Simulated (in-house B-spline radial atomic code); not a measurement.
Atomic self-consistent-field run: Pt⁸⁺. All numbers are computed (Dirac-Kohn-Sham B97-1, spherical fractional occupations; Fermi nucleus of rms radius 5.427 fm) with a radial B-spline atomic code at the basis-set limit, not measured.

Command:
```bash
python run_scf.py task.json out
```
Settings (nuclear radius in fm, mass in u):
```
Z                78
configuration    [Xe] 4f14 5d2
hamiltonian      dirac
method           b97_1
spin_polarised   False
nucleus          fermi
rms_radius       5.427
atomic_mass      194.96479
speed_of_light   137.035999084
```

Output (hartree, bohr):
```
 radial grid: 66 intervals, B-splines of order 8, outer radius 16.6667 bohr

 iter        energy (Eh)    residual
    1      -18417.245961    7.53e-01
    2      -18420.773026    5.53e-01
    3      -18425.861914    5.92e-02
    4      -18425.899203    2.31e-02
    5      -18425.905663    4.93e-03
    6      -18425.906009    1.23e-04
    7      -18425.906009    2.60e-05
    8      -18425.906009    2.22e-05
    9      -18425.906010    7.96e-07
   10      -18425.906010    4.27e-08

 total energy                    -18425.90601
 kinetic                           21068.2813
 electron-nucleus                 -45992.0417
 Hartree                            6849.8474
 exact exchange                      -72.3615
 exchange-correlation               -279.6315

 first-order corrections (not in the total)
   Gaunt                            23.1847
   retardation                      -2.4594
   frequency dependence             -0.4326
   self-energy                      17.2043
   Uehling                          -3.4331
   Wichmann-Kroll                    0.1473
   recoil                            0.0315

 orbital      occ     eigenvalue          <r>       <r^2>       <1/r>     <1/r^2>       r_max    small
 1s1/2      2.000     -2885.9021    0.0171533 0.000406312     93.8909     21716.3     0.01062  8.75e-02
 2s1/2      2.000      -511.7503    0.0716974  0.00614513      23.035     3049.11     0.06143  2.00e-02
 2p1/2      2.000      -490.5521     0.059085  0.00435905     22.9901     961.715     0.04534  2.01e-02
 2p3/2      4.000      -427.0091    0.0675042  0.00554829     18.8578     486.202      0.0526  1.79e-02
 3s1/2      2.000      -124.2954     0.186522   0.0399295     8.45896     694.148      0.1729  6.66e-03
 3p1/2      2.000      -114.7763     0.176781   0.0364683     8.37186     223.335      0.1615  6.61e-03
 3p3/2      4.000      -100.7660      0.19224   0.0429059     7.29728     114.653      0.1762  5.98e-03
 3d3/2      4.000       -84.9376     0.167613   0.0329907     7.19197     64.8769      0.1374  5.86e-03
 3d5/2      6.000       -81.9218     0.172338   0.0347469     6.94501     59.5463      0.1415  5.69e-03
 4s1/2      2.000       -30.6198     0.414891    0.194485     3.57241     176.534      0.3903  2.24e-03
 4p1/2      2.000       -26.5723     0.417861     0.19887      3.4629     55.7619      0.3889  2.15e-03
 4p3/2      4.000       -23.2196     0.451381    0.231692      3.0926      28.796      0.4193  1.91e-03
 4d3/2      4.000       -16.5821     0.461176    0.246045     2.88746     15.1569       0.413  1.71e-03
 4d5/2      6.000       -15.9559     0.472303    0.257839     2.80071     13.8804      0.4225  1.65e-03
 5s1/2      2.000        -8.3727     0.929196    0.964214      1.4703     36.8483      0.8631  5.82e-04
 5p1/2      2.000        -6.9973      0.98941     1.09736     1.36376     10.9053      0.9083  5.14e-04
 5p3/2      4.000        -6.3700      1.06455     1.26867     1.24349      5.7945      0.9792  4.53e-04
 4f5/2      6.000        -7.4528     0.506333    0.309846     2.42374     7.33132       0.382  1.28e-03
 4f7/2      8.000        -7.3230     0.513124     0.31817     2.39025     7.11769      0.3867  1.26e-03
 5d3/2      0.800        -4.2989      1.25925     1.78936     1.02946     2.51294       1.126  3.25e-04
 5d5/2      1.200        -4.2128      1.28512     1.86245      1.0055     2.32597       1.151  3.13e-04
```

Run time, properties included: 3.9 s on 1 thread of Arm Neoverse N1 (shared host).

For the Dirac Hamiltonian the kinetic term is c α·p + (β - 1)c².

Caution: exact exchange at fractional occupations of open shells leaves self-interaction of up to several eV.
